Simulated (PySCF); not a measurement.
**HgO: frontier orbitals**

M06-L at R = 2.197 Å; Hg def2-TZVPP with ECP60, O def2-TZVPP; scalar-relativistic core potentials (PySCF 2.14). State: ³Π (triplet), unpaired electrons σ ↑, π ↑. Only the outer orbitals are listed, counted within each symmetry, core potentials removing the inner ones.

| spin | orbital | occ. | ε (eV) | on Hg (%) | main shells (%) |
| --- | --- | --- | --- | --- | --- |
| α | 3π | 1 | -9.47 | 13 | 87 O p, 12 Hg d |
| α | 6σ | 1 | -9.23 | 48 | 52 O p, 24 Hg d, 23 Hg s |
| α | 3π | 1 | -7.79 | 5 | 95 O p |
| α | 7σ | 1 | -6.21 | 82 | 71 Hg s, 18 O p, 8 Hg p |
| α | 4π | 0 | -0.73 | 100 | 100 Hg p |
| α | 4π | 0 | -0.65 | 100 | 99 Hg p |
| α | 8σ | 0 | 0.51 | 104 | 98 Hg p |
| β | 6σ | 1 | -7.79 | 64 | 61 Hg s, 35 O p |
| β | 3π | 1 | -6.39 | 5 | 95 O p |
| β | 7σ | 0 | -4.52 | 52 | 48 O p, 36 Hg s, 12 Hg p |
| β | 3π | 0 | -4.40 | 8 | 92 O p |
| β | 4π | 0 | -0.53 | 98 | 98 Hg p |

Q: Which are the highest filled and the lowest empty level, where do they sit, and how wide is the gap?

A: Highest filled α 7σ at -6.21 eV (in %: 71 Hg s, 18 O p, 8 Hg p); lowest empty β 7σ at -4.52 eV (in %: 48 O p, 36 Hg s, 12 Hg p); the gap at M06-L is 1.69 eV.

* bond order (Mayer): 0.71
* ⟨S²⟩: 2.016
* charge on Hg (Mulliken, basis-dependent): 0.31
* charge on Hg (Löwdin, basis-dependent): 0.24
* dipole moment (positive dipole means Hg(−)O(+)): -1.98 D

Shares are Mulliken populations and can fall outside 0 to 100 %.

Spin–orbit coupling is left out. The state was picked by a PBE0 search and need not be the measured ground state.
